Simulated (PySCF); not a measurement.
# 19F chemical shifts

No relativistic terms, single conformer, isolated molecule, fast rotation and ring inversion assumed for equivalent nuclei. Shielding tensors at PBE0/pcSseg-1 (GIAO); geometry from GFN2-xTB; PySCF.

Shieldings were converted by a linear fit to measured shifts: 19F: δ = 146.13 − 0.903σ +14.6 on sp3 carbon (rms 6.0 ppm, 223 shifts, 7.0 ppm with the 5 outliers that the fit left out vs CFCl3, solution or neat liquid). Occasional misses reach two or three times the rms, and more in compound classes unlike the fitted ones.

**Question.** Give the 19F shifts of `N#CCCO[C@@H](F)CF`, `O=C(F)[C@@H]1CC[C@H](F)[C@H]1F`.

**Answer.** 
```csv
compound,environment,δ (ppm)
[N:1]#[C:2][CH2:3][CH2:4][O:5][C@@H:6]([F:7])[CH2:8][F:9],F7: fluorine on an sp3 carbon,-132.1
[N:1]#[C:2][CH2:3][CH2:4][O:5][C@@H:6]([F:7])[CH2:8][F:9],F9: fluorine on an sp3 carbon,-224.4
[O:1]=[C:2]([F:3])[C@@H:4]1[CH2:5][CH2:6][C@H:7]([F:8])[C@H:9]1[F:10],F3: fluorine bonded to C,37.2
[O:1]=[C:2]([F:3])[C@@H:4]1[CH2:5][CH2:6][C@H:7]([F:8])[C@H:9]1[F:10],F10: fluorine on an sp3 carbon,-181.4
[O:1]=[C:2]([F:3])[C@@H:4]1[CH2:5][CH2:6][C@H:7]([F:8])[C@H:9]1[F:10],F8: fluorine on an sp3 carbon,-185.0
```

**Question.** Match the shifts -58.3, -124.1, -192.7, -231.5 ppm to `C#C[C@@H](C)[C@@H](F)/C=C/C#N`, `C=C(OC(F)(F)F)C1CC1`, `C=Nc1cccc(CF)c1`, `C/C=C/c1ccccc1F`.

**Answer.** -58.3: C=C(OC(F)(F)F)C1CC1 (fluorine of an OCF3 group); -124.1: C/C=C/c1ccccc1F (aryl fluorine); -192.7: C#C[C@@H](C)[C@@H](F)/C=C/C#N (fluorine on an sp3 carbon); -231.5: C=Nc1cccc(CF)c1 (fluorine on an sp3 carbon).
